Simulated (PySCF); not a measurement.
Structure with atom numbers: `[CH3:1]/[CH:2]=[C:3]1/[SiH2:4][C@@H:5]([N:6]([CH3:7])[CH3:8])[C@@H:9]1[F:10]`; H(Xn) means a hydrogen on atom n. Ha(Si4) is cis to N6 on the ring; Hb(Si4) is trans to N6 on the ring.

- geometry from GFN2-xTB
- σ from GIAO-PBE0/pcSseg-1
- code: PySCF 2.14
- relativity neglected, one averaged value for each set of equivalent atoms, one computed conformer, isolated molecule

References, each an isolated molecule treated in the same way: 13C (σ = 186.93 ppm) against TMS.

Problem. Do the 13C shifts follow the atomic charges (in e)? Tabulate both.

Solution. 
| atoms | hybridisation | δ (ppm) | σ para (ppm) | Hirshfeld | IAO | Mulliken | ESP-fitted |
| --- | --- | --- | --- | --- | --- | --- | --- |
| C2 | sp2 | 156.9 | -224 | -0.03 | -0.09 | -0.13 | +0.17 |
| C3 | sp2 | 138.4 | -217 | -0.12 | -0.30 | -0.45 | -0.55 |
| C9 | sp3 | 100.5 | -161 | +0.05 | +0.16 | +0.27 | +0.48 |
| C5 | sp3 | 68.3 | -138 | -0.08 | -0.28 | -0.29 | -0.35 |
| C7/C8 | sp3 | 47.9 | -108 | -0.07 | -0.30 | -0.09 | -0.40 |
| C1 | sp3 | 20.9 | -83 | -0.12 | -0.43 | -0.21 | -0.38 |

Correlation coefficients of δ with charge over these carbons: Hirshfeld +0.33, IAO +0.50, Mulliken -0.05, ESP-fitted +0.37; with the paramagnetic shielding -1.00. Among the 4 sp3 carbons alone: Hirshfeld +0.92, IAO +0.93, Mulliken +0.71, ESP-fitted +0.83. With so few points, grouped by hybridisation, these coefficients are fragile. Charge is one influence among several: hybridisation and low-lying excitations act through the paramagnetic term.

Shifts are as computed. Against solution values, carbons near 30 ppm lie about +3 ppm off and those near 130 ppm about +5 ppm. Of 1309 compounds with measured shifts, 239 miss one by over three times the rms of a fit or turn the order of signals round; such compounds aren't used in these exercises.
